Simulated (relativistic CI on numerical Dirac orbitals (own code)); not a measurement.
## Ni³⁺ in a cubic cluster: L2,3 absorption with charge transfer

Computed with a charge-transfer multiplet model of a cubic metal-ligand cluster with up to 3 ligand holes, Slater and spin-orbit integrals from Dirac-Coulomb-Breit ions, Slater integrals scaled by 0.9. The ground state mixes d7 with configurations of k ligand holes L, whose averages lie at kΔ + k(k − 1)U_dd/2; a core hole lowers each added d electron by U_cd. 300 K, Lorentzian 0.4 eV and Gaussian 0.3 eV FWHM.

Atomic integrals in eV (Slater integrals scaled, ζ unscaled), ground: F2dd 11.900, F4dd 7.429, zeta_d 0.089; with the core hole: F2dd 12.575, F4dd 7.855, zeta_d 0.114, zeta_core 11.406, F2cd 7.542, G1cd 5.754, G3cd 3.273.

Cluster parameters (eV): Δ = 0.8, U_dd = 8.3, 10Dq = 0.45, 10Dq(ligand) = 1.5, V(eg) = 2.05, V(t2g) = -0.88, final-state hopping factor = 1.

Weights, n_d and S are thermal averages at 300 K. Photon energies count from the first peak over 30 % of the highest in each spectrum, which can be another peak from case to case. The parameters are a model scan and need not match a compound or its usual spin state. Peaks in eV (height, largest 100): 0.0 (68), 1.5 (95), 1.8 (100), 2.6 (72), 3.7 (19), 5.0 (24), 6.4 (15), 7.6 (17), 9.3 (8), 19.6 (18), 20.3 (19), 20.7 (19), 24.6 (7).

(1) Which parameters give this spectrum?
A. U_cd = 10.2 eV
B. U_cd = 12 eV
C. U_cd = 9 eV
D. U_cd = 11.4 eV
E. U_cd = 10.8 eV

## Answers

(1) E. U_cd = 10.8 eV; the ground state then has 7.42 d electrons and S = 1.50. The choice follows from running the model for each set and comparing peak positions and heights.
